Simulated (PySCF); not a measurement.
## Electronic structure of In (indium, neutral) at the UHF level

Configuration: [Kr] 4d10 5s2 5d1, 2D determinant (an excited configuration). Calculation: PySCF 2.14, in aug-cc-pVQZ-PP with ECP28MDF (7s7p5d3f2g, 92 functions); scalar relativity through the core potential.

```
Total energy                                                  : -189.069119 hartree
One-electron energy                                           : -332.1145 hartree
Hartree (Coulomb) energy                                      : 158.7489 hartree
Exchange energy                                               : -15.7035 hartree
⟨S²⟩                                                          : 0.7501
⟨L²⟩                                                          : 6.001
Sum of ⟨r⟩                                                    : 32.16 bohr
Sum of ⟨r²⟩                                                   : 106.2 bohr²
Traceless quadrupole moment −½Σ⟨3z² − r²⟩ along its main axis : 19.1 e·bohr²
```

| shell | electrons | mean orbital energy (eV) | spread (eV) | rms radius, mean of both spins (bohr) |
| --- | --- | --- | --- | --- |
| 4s α | 1 | -149.82 | 0 | 0.912 |
| 4s β | 1 | -149.82 | 0 | 0.912 |
| 4p α | 3 | -102.27 | 0.007 | 0.996 |
| 4p β | 3 | -102.26 | 0.017 | 0.996 |
| 4d α | 5 | -31.082 | 0.021 | 1.27 |
| 4d β | 5 | -31.076 | 0.024 | 1.27 |
| 5s α | 1 | -13.509 | 0 | 2.77 |
| 5s β | 1 | -13.482 | 0 | 2.77 |
| 5d α | 1 | -1.370 | 0 | 8.20 |

Energies and moments cover only the electrons outside the core potential. The outer electron is Rydberg-like, and this basis confines it to a smaller radius and binds it less than a complete one would.
